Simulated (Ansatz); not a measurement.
Problem. Name a neutral molecule of B, C, Sn and H with size of the dipole moment (ωB97M-V/def2-TZVPP) between 0.95 and 1.25 D and HOMO energy (ωB97M-V/def2-TZVPP) between -10.10 and -9.80 eV (Ansatz, PBE0-D4/def2-TZVP geometry).

Solution. `[BH2][SnH2][C]#C` (1.09 D, -9.86 eV); `B[C](=C)[SnH3]` (1.18 D, -10.07 eV). Other molecules can fit too; these were computed, each in one conformer that needn't be the lowest.
